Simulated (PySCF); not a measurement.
PySCF job for Ga(Cl) cation (ClGa), SMILES [Ga][Cl] (connectivity only; charge and spin as stated), charge +1, multiplicity 2, C-PCM-ωB97X/def2-TZVPD. Coordinates come from a PBE0-D3(BJ)/def2-TZVP optimisation. The spin state was assumed, not searched.

```python
import numpy as np
from pyscf import gto, scf, dft
from pyscf.solvent import pcm

mol = gto.M(
    atom='''
    Ga    0.00000000    0.00000000   -0.73968427
    Cl    0.00000000    0.00000000    1.34883601
    ''',
    basis='def2-TZVPD',
    charge=1,
    spin=1,
    max_memory=1600,
    verbose=3,
)
mf = dft.UKS(mol, xc='wb97x').density_fit(auxbasis='def2-universal-jkfit')
mf.grids.level = 3
mf.conv_tol = 1e-9
mf.max_cycle = 100
mf.kernel()
fine, coarse = mf.grids, dft.Grids(mol).set(level=1).build(with_non0tab=True)
for _ in range(3):  # follow internal instabilities
    mf.grids = coarse
    mo, _, stable, _ = mf.stability(return_status=True, nroots=4)
    mf.grids = fine
    if stable:
        break
    mf.kernel(mf.make_rdm1(mo, mf.mo_occ))
res = {}
for name, eps in {'water': 78.355, 'toluene': 2.3741, 'diethylether': 4.24}.items():
    s = mf.PCM()
    s.with_solvent.method, s.with_solvent.eps, s.with_solvent.lebedev_order = 'C-PCM', eps, 29
    s.kernel(mf.make_rdm1())
    res[name] = (s.e_tot, eps, s.dip_moment(), s.mo_energy, s.converged)
    print(f'{name}: electrostatic solvation free energy {(s.e_tot - mf.e_tot) * 627.509474:.3f} kcal/mol')
```

Program output:

```

WARN: HOMO -0.279742165993991 >= LUMO -0.279742165994001

converged SCF energy = -2384.80794295296  <S^2> = 0.75630313  2S+1 = 2.0062932
<class 'pyscf.df.df_jk.DFUKS'> wavefunction is stable in the internal stability analysis

WARN: PCM is an experimental feature. It is still in testing.
Features and APIs may be changed in the future.

converged SCF energy = -2384.92329708302  <S^2> = 0.75497913  2S+1 = 2.004973

WARN: System has nonzero charge 1; the dipole moment is origin-dependent.
Location of origin: [0. 0. 0.]

Dipole moment(X, Y, Z, Debye):  0.00000,  0.00000, -4.73006
water: electrostatic solvation free energy -72.386 kcal/mol

WARN: PCM is an experimental feature. It is still in testing.
Features and APIs may be changed in the future.

converged SCF energy = -2384.87457894826  <S^2> = 0.75559807  2S+1 = 2.0055903

WARN: System has nonzero charge 1; the dipole moment is origin-dependent.
Location of origin: [0. 0. 0.]

Dipole moment(X, Y, Z, Debye):  0.00000,  0.00000, -3.95028
toluene: electrostatic solvation free energy -41.815 kcal/mol

WARN: PCM is an experimental feature. It is still in testing.
Features and APIs may be changed in the future.

converged SCF energy = -2384.89647221747  <S^2> = 0.75533133  2S+1 = 2.0053242

WARN: System has nonzero charge 1; the dipole moment is origin-dependent.
Location of origin: [0. 0. 0.]

Dipole moment(X, Y, Z, Debye): -0.00000,  0.00000, -4.27895
diethylether: electrostatic solvation free energy -55.553 kcal/mol
```

The run converged.
